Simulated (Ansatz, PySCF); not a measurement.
Species: C₄H₂, charge 0, singlet. C4H2 (SMILES C(#C)C#C).
B3LYP-D3(BJ)/def2-TZVP minimum from Ansatz (a first-principles code):
```xyz
6

C      0.0000     0.0000    -1.8866
C      0.0000     0.0000    -0.6818
C      0.0000     0.0000     0.6818
C      0.0000     0.0000     1.8866
H      0.0000     0.0000    -2.9488
H      0.0000     0.0000     2.9488
```
Charge 0, spin multiplicity 1.

Wanted: enthalpy of formation at 298 K (by atomisation, with ideal-gas terms from PySCF's Hessian at B3LYP-D3(BJ)/def2-TZVP and the atoms' measured values of the G2/97 table; no spin-orbit terms), in kcal/mol. Open shells are spin-unrestricted; no spin-orbit coupling. CBS(X,Y): correlation extrapolated as X^-3, Hartree-Fock from the larger set (Q,5: extrapolated as (X+1)exp(-9√X)). A bracket is a step between two methods taken in the basis named. The functionals are non-relativistic, so their misses hold any scalar relativity. Double hybrids freeze cores in their MP2 part. 'core' is core correlation in cc-pwCVTZ, 'X2C' scalar relativity in cc-pVTZ-DK, both at CCSD(T). For partners of very few electrons the exact lower level stands in for a higher one. The restricted determinant of C4H2 (C#CC#C, singlet) is unstable towards broken spin symmetry in at least one set run.

Measured: 110.0 kcal/mol, 460.4 kJ/mol (Active Thermochemical Tables 1.112 (ions: stationary electron), as tabulated in the package chemicals); atomic spin-orbit terms, which the calculations lack, would raise the computed values.

### Question
How far off this value is PBE/def2-TZVPD (Ansatz), in which direction, and how far these levels: B3LYP/def2-TZVPD, PBE0/def2-TZVPD, wB97M-V/def2-TZVPD, B2PLYP/def2-TZVPD, CCSD(T)/CBS(cc-pVQZ,cc-pV5Z) + core + X2C?

### Answer
PBE gives 80.3 kcal/mol, 29.7 kcal/mol below it. Errors of the others: B3LYP/def2-TZVPD (Ansatz) 2.8; PBE0/def2-TZVPD (Ansatz) -6.2; wB97M-V/def2-TZVPD (Ansatz) 2.2; B2PLYP/def2-TZVPD (Ansatz) 2.9; CCSD(T)/CBS(cc-pVQZ,cc-pV5Z) + core + X2C (Ansatz) 0.8; CCSD(T)/CBS(cc-pVQZ,cc-pV5Z) + [CCSDT(Q) - CCSD(T)]/cc-pVDZ + core + X2C (Ansatz) -0.2 kcal/mol.
